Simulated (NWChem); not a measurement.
TlCl; SMILES [Cl][Tl]

```xyz
2

Tl     0.0000     0.0000    -0.4220
Cl     0.0000     0.0000     2.1145
```
Atoms are numbered in this order, from 1.

Program: NWChem. Coordinates come from a PBE-D3(BJ)/def2-SVP optimisation. def2 effective core potentials on Tl; no spin-orbit coupling. Ions are spin-unrestricted doublets at the neutral geometry; other ion states weren't tried. Functional: LC-ωPBE (HJS hole) with def2-SVP; rows give the range parameter ω in 1/bohr.

For range parameter (1/bohr) 0.25:

```yaml
"−ε(HOMO) (eV)": 8.96
```

What are these values for range parameter (1/bohr) 0.60?

−ε(HOMO) (eV): 10.19
